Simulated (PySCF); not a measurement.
A calculated (PBE, PySCF 2.14, x2c-TZVPall, scalar relativity by spin-free X2C-1e) atom or ion has these occupied shells.

| shell | electrons | orbital energy (eV) | rms radius, mean of both spins (bohr) |
| --- | --- | --- | --- |
| 1s α | 1 | -13304.2 | 0.0492 |
| 1s β | 1 | -13304.1 | 0.0492 |
| 2s α | 1 | -1732.7 | 0.205 |
| 2s β | 1 | -1732.7 | 0.205 |
| 2p α | 3 | -1528.7 | 0.183 |
| 2p β | 3 | -1528.6 | 0.183 |
| 3s α | 1 | -238.01 | 0.591 |
| 3s β | 1 | -237.93 | 0.591 |
| 3p α | 3 | -173.54 | 0.610 |
| 3p β | 3 | -173.45 | 0.610 |
| 3d α | 5 | -66.887 | 0.658 |
| 3d β | 5 | -66.774 | 0.658 |
| 4s α | 1 | -20.436 | 1.80 |
| 4s β | 1 | -19.522 | 1.80 |
| 4p α | 3 | -8.163 | 2.27 |
| 4p β | 2 | -7.364 | 2.27 |

Task: Name the element and its charge.

Result: Br (bromine, neutral), in [Ar] 3d10 4s2 4p5, 2P determinant.
